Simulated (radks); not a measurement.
Values are calculated unless marked as measured or tabulated.
Valence configurations of Mn II (all share [Ar]). Code: a radial shooting solver on a logarithmic mesh with Libxc functionals. Model: Dirac Kohn-Sham, PBE, spin-unpolarised, spherical densities, point nucleus; open shells fill j = l - 1/2 first. Order these by energy: 3d4 4s1 4p1; 3d4.5 4s1 4p0.5; 3d3 4s1 4p2; 3d6; 3d4.5 4s1.5; 3d5.5 4s0.5; 3d4 4s2; 3d5 4s1; 3d5.5 4p0.5; 3d3 4s2 4p1.

Answer. From the lowest, in eV above it: 3d6 0.000; 3d5.5 4s0.5 0.431; 3d5 4s1 1.533; 3d5.5 4p0.5 2.639; 3d4.5 4s1.5 3.424; 3d4.5 4s1 4p0.5 5.883; 3d4 4s2 6.220; 3d4 4s1 4p1 11.431; 3d3 4s2 4p1 20.880; 3d3 4s1 4p2 26.732. NIST lists [Ar] 3d5 4s1 as the ground configuration; this level of theory puts 3d6 lower, by 1.533 eV. The energies are those of spherical spin-averaged densities, not of single terms.
